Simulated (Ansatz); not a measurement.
Cost and result for the atomization energy of `C=C(O)S[SiH3]` (11 atoms, 10 bonds).

Z-matrix (Å, degrees):
```
Si
S 1 2.142
H 1 1.484 2 109.9
H 1 1.483 2 110.7 3 -121.5
H 1 1.485 2 105.8 3 119.3
C 2 1.784 1 96.1 3 51.1
O 6 1.352 2 115.0 1 -103.9
C 6 1.328 2 123.2 1 77.2
H 7 0.962 6 108.5 2 4.9
H 8 1.083 6 120.1 2 -179.8
H 8 1.079 6 120.5 2 0.9
```

Charge 0, multiplicity 1. The structure was optimised at the PBE0-D4/def2-TZVP level. It is one conformer, not always the lowest. Program: Ansatz. All runs use 4 threads of an Arm Neoverse V2 on a shared host. Times are those of one run each, without the atoms' runs, and a repeat can differ threefold. Electronic energies, without spin–orbit coupling; frozen cores. CCSD(T)/CBS adds CCSD(T) − MP2 in def2-TZVPP to the MP2 limit, and its time is that of the two runs behind it. T1 = 0.012. HSE06 is the plane-wave form, built on full-range PBE exchange.

CCSD(T)/CBS is a level of theory with its own doubt, some kJ/mol a heavy atom from the limit and from the frozen cores, so smaller differences don't rank the functionals.

| level | functions | wall time | atomization (kJ/mol) | difference from CCSD(T)/CBS | per bond |
| --- | --- | --- | --- | --- | --- |
| LDA (SPW92)/def2-TZVPP | 261 | 1.2 s | 4588.6 | 607.9 | 60.8 |
| revPBE-D4/def2-TZVPP | 261 | 1.9 s | 3972.7 | -8.0 | -0.8 |
| HSE06-D4/def2-TZVPP | 261 | 3.2 s | 3989.8 | 9.1 | 0.9 |
| CAM-B3LYP-D4/def2-TZVPP | 261 | 3.5 s | 3982.4 | 1.7 | 0.2 |
| CCSD(T)/def2-SVP | 108 | 4.2 s | 3728.6 | -252.1 | -25.2 |
| r2SCAN-D4/def2-TZVPP (with forces) | 261 | 4.8 s | 3997.4 | 16.7 | 1.7 |
| B2PLYP/def2-TZVPP | 261 | 5.5 s | 3924.7 | -56.0 | -5.6 |
| PBE-QIDH/def2-TZVPP | 261 | 5.5 s | 3947.2 | -33.5 | -3.3 |
| ωB97X-V/def2-TZVPP | 261 | 7.5 s | 3994.7 | 14.0 | 1.4 |
| B97M-V/def2-TZVPP | 261 | 9.5 s | 3997.8 | 17.1 | 1.7 |
| MP2/def2-QZVPP | 491 | 22 s | 4000.1 | 19.4 | 1.9 |
| CCSD(T)/def2-TZVPP | 261 | 2.4 min | 3865.3 | -115.4 | -11.5 |
| CCSD(T)/CBS(def2) | – | 2.8 min | 3980.7 | 0.0 | 0.0 |

From BLYP to BHLYP (50 % exact exchange), in def2-TZVPP and without D4, the atomization energy moves by −102.2 kJ/mol: exact exchange takes away binding that semilocal exchange gives to molecules. The D4 term adds +43.6 kJ/mol with B3LYP and +22.9 kJ/mol with PBE0; it sums over pairs of atoms, weighted by their polarisabilities, and B3LYP, whose exchange is more repulsive, gets the larger term. At CCSD(T), def2-SVP lies −252.1 kJ/mol from the extrapolated value and def2-TZVPP −115.4 kJ/mol: correlation converges slowly with the basis, and small sets miss more of it in the bonded molecule than in its fragments.

B3LYP here is the variant with VWN-RPA as its local correlation; programs differ in this.
